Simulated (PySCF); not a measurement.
CH₈N₂Si, SMILES [SiH](C)(N)N. Atoms are numbered in the order given.

```xyz
12

Si    -0.3503    -0.0910     0.0000
C      0.1247     1.7249     0.0000
N      0.2185    -0.7512     1.5108
N      0.2185    -0.7512    -1.5108
H     -1.8194    -0.3415     0.0000
H     -0.2628     2.2347     0.8954
H      1.2226     1.8412     0.0000
H     -0.2628     2.2347    -0.8954
H     -0.0654    -1.6867     1.7886
H      1.1754    -0.5775     1.8070
H     -0.0654    -1.6867    -1.7886
H      1.1754    -0.5775    -1.8070
```

The structure is a stationary point at B3LYP-D3(BJ)/def2-SVP. One conformer was computed; it need not be the lowest.

These are TDDFT-PBE/def2-SVPD (PySCF 2.14.0) values and carry that method's errors.

Vertical excitations. The molecule is in vacuum. State labels are in the subgroup Cs.

```csv
state,symmetry,energy (eV),λ (nm),f,main pairs
S1,A",5.33,232,0.051,HOMO→LUMO 98 %
S2,A",6.02,206,0.014,HOMO→LUMO+1 98 %
S3,A',6.23,199,0.002,"HOMO→LUMO+2 59 %, HOMO−1→LUMO 40 %"
S4,A',6.32,196,0.062,"HOMO−1→LUMO 60 %, HOMO→LUMO+2 40 %"
S5,A",6.69,185,0.000,HOMO→LUMO+3 99 %
S6,A',6.99,177,0.001,HOMO−1→LUMO+1 99 %
S7,A",7.22,172,0.014,HOMO−1→LUMO+2 96 %
S8,A',7.27,170,0.003,HOMO−2→LUMO 99 %
S9,A",7.42,167,0.001,HOMO→LUMO+4 98 %
S10,A",7.46,166,0.001,HOMO→LUMO+5 98 %
T1,A",5.08,244,0,HOMO→LUMO 99 %
T2,A",5.90,210,0,HOMO→LUMO+1 99 %
T3,A',5.91,210,0,"HOMO→LUMO+2 84 %, HOMO−1→LUMO 16 %"
T4,A',6.10,203,0,"HOMO−1→LUMO 83 %, HOMO→LUMO+2 16 %"
```
Triplets are in the Tamm–Dancoff approximation, which puts them higher than full response would, so one can lie above its singlet here.
